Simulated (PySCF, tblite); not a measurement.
Compound: C3H7ClOSi.
Atom-mapped SMILES: `[OH:1][SiH2:2][C@@H:3]1[CH2:4][C@@H:5]1[Cl:6]` (hydrogens: H7 on O1; H8, H9 on Si2; H10 on C3; H11, H12 on C4; H13 on C5)

Jobs on this species (13 atoms, 64 electrons) with PySCF (density fitting) and tblite. Hardware of each: one thread of an Arm Neoverse N1, no GPU, shared host. The host was shared with other jobs, so the times are rough.

```
level and settings                                                                                                  work  basis functions  SCF cycles  wall time
    PBE0/def2-SVPD  8 singlets by full TDDFT, 3 Tamm–Dancoff triplets, polarisability, density and orbital grids written              190           ?          ?
          GFN2-xTB                                                                         Hessian by finite differences                –           –     0.65 s
     PBE0/pcSseg-1                                       shieldings, ring-centre shieldings, charges and field gradients              151          14       33 s
```

Task: Fill in the missing figures.

Result: 
- PBE0/def2-SVPD; 8 singlets by full TDDFT, 3 Tamm–Dancoff triplets, polarisability, density and orbital grids written: 59 s, 14 SCF cycles

Task: What do all jobs in the table cost together?

Result: About 93 s; the longest takes about 64 % of that, and about 91 times as long as the shortest.
